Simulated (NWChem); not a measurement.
A series in which one site is exchanged, each optimised at PBE0/def2-SVP with NWChem, gas phase unless a solvent is named. All stand in one matching conformer (torsions within 35°), which need not be the lowest. Some are not confirmed as minima by frequencies. def2 effective core potentials on Cd, Te; no spin-orbit coupling.

A: [OH][Zn][F] (ZnHOF; site = Zn)
B: O[Te]F (HTeOF; site = Te)
C: [Cd]([F])[OH] (CdHOF; site = Cd)

```csv
quantity,A,B,C
"dipole (D), PBE0/def2-SVP",…,2.73,2.03
"orbital gap (eV), PBE0/def2-SVP",…,4.35,6.48
"vertical ionisation energy, ΔSCF, CAM-B3LYP/def2-SVP (eV)",…,8.98,10.92
```

**Question.** Complete the blanks.

**Answer.** 
- dipole (D), PBE0/def2-SVP, A: 2.01
- orbital gap (eV), PBE0/def2-SVP, A: 7.07
- vertical ionisation energy, ΔSCF, CAM-B3LYP/def2-SVP (eV), A: 11.26
